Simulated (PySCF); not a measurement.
BBr3, SMILES Br[B-](Br)Br, charge -1, multiplicity 2. Geometry: PBE-D3(BJ)/def2-SVPD.

Task: Give the equilibrium geometry at PBE-D3(BJ)/def2-SVPD (PySCF confirms it by a frequency run) as bond lengths and angles, and its point group. (Estimate from the structure and the level; the computed values follow.)

Result: point group C3v.
Atoms: B1 Br2 Br3 Br4. Bonded distances (Å): B1–Br2 2.026, B1–Br3 2.026, B1–Br4 2.026. Angles (°): Br2–B1–Br3 112.9, Br2–B1–Br4 112.9, Br3–B1–Br4 112.9.
Charge -1, spin multiplicity 2.
